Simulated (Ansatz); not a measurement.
C2H4BFO (`OC1(F)BC1`). Total charge 0; spin multiplicity 1.

```json
{"atom": "O1", "x (Å)": "-0.046", "y (Å)": "1.396", "z (Å)": "-0.956"}
{"atom": "C2", "x (Å)": "-0.317", "y (Å)": "0.134", "z (Å)": "-0.515"}
{"atom": "F3", "x (Å)": "-1.559", "y (Å)": "-0.309", "z (Å)": "-0.911"}
{"atom": "B4", "x (Å)": "0.816", "y (Å)": "-0.887", "z (Å)": "-0.315"}
{"atom": "C5", "x (Å)": "0.082", "y (Å)": "-0.265", "z (Å)": "0.890"}
{"atom": "H6", "x (Å)": "-0.543", "y (Å)": "2.026", "z (Å)": "-0.420"}
{"atom": "H7", "x (Å)": "1.604", "y (Å)": "-1.669", "z (Å)": "-0.723"}
{"atom": "H8", "x (Å)": "-0.593", "y (Å)": "-0.920", "z (Å)": "1.440"}
{"atom": "H9", "x (Å)": "0.555", "y (Å)": "0.493", "z (Å)": "1.510"}
```

**Question.** What are the harmonic wavenumbers in cm⁻¹ at PBE0-D4/def2-TZVP (Ansatz, finite differences of forces, unscaled)? (Estimate.)

**Answer.** Ansatz gave: 143, 301, 393, 442, 470, 513, 707, 759, 821, 909, 946, 981, 1059, 1174, 1281, 1344, 1460, 2747, 3106, 3189, 3777.

**Question.** Is this a minimum?

**Answer.** Yes, all 21 modes are real.

**Question.** Give the ideal-gas thermochemistry at 298.15 K and 1 bar (rigid rotor, harmonic oscillator; point group C1, symmetry number 1).

**Answer.** Zero-point energy 158.6 kJ/mol; H(298) − E = 175.4 kJ/mol; entropy 303.2 J/(mol·K), of which translation 162.5, rotation 104.7, vibration 36.0; G(298) − E = 85.0 kJ/mol.
